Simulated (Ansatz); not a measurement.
**Abstraction of F: C2H4F2O + CH6FSi2 → C2H4FO + CH6F2Si2**

Gas-phase species: C2H4F2O `FCOCF`, singlet; CH6FSi2 `F[SiH2]C[SiH2]`, doublet; C2H4FO `[CH2]OCF`, doublet; CH6F2Si2 `F[SiH2]C[SiH2]F`, singlet. A radical takes F: the energy is the difference in strength between the C–F bond broken and the Si–F bond made.

Shapes, held fixed at every level: PBE0-D4/def2-TZVP. Flexible molecules stand in one conformer, not always the lowest. Programs: Ansatz 0.2.0. The zero-point and thermal change to 298 K, harmonic and unscaled (PBE0-D4/def2-TZVP), is -5.3 kJ/mol.

Task: Estimate ΔH(298 K) of this reaction.

Result: The highest level, CCSD(T)/CBS estimate, gives ΔH(298 K) = -162.7 kJ/mol; the levels span -162.7 to -125.2. The column of differences is taken from that level and isn't an error. No measured value is set beside it here. Open shells run unrestricted. The CBS estimate extrapolates MP2 from def2-TZVPP and def2-QZVPP and adds CCSD(T) − MP2 in the triple-zeta set, cores frozen.

```json
{"level": "MP2/def2-SVP", "kind": "perturbation theory", "ΔH(298 K) (kJ/mol)": "-127.7", "less CCSD(T)/CBS estimate": "+35.0"}
{"level": "r2SCAN-D4/def2-TZVPP", "kind": "meta-GGA", "ΔH(298 K) (kJ/mol)": "-156.6", "less CCSD(T)/CBS estimate": "+6.1"}
{"level": "PBE0-D4/def2-TZVPP", "kind": "global hybrid", "ΔH(298 K) (kJ/mol)": "-144.7", "less CCSD(T)/CBS estimate": "+18.0"}
{"level": "wB97M-V/def2-TZVPP", "kind": "range-separated hybrid", "ΔH(298 K) (kJ/mol)": "-160.3", "less CCSD(T)/CBS estimate": "+2.4"}
{"level": "CCSD(T)/def2-SVP", "kind": "coupled cluster or CI", "ΔH(298 K) (kJ/mol)": "-125.2", "less CCSD(T)/CBS estimate": "+37.5"}
{"level": "CCSD/def2-SVP", "kind": "coupled cluster or CI", "ΔH(298 K) (kJ/mol)": "-128.0", "less CCSD(T)/CBS estimate": "+34.7"}
{"level": "CCSD(T)/CBS estimate", "kind": "coupled cluster or CI", "ΔH(298 K) (kJ/mol)": "-162.7", "less CCSD(T)/CBS estimate": "0.0"}
```
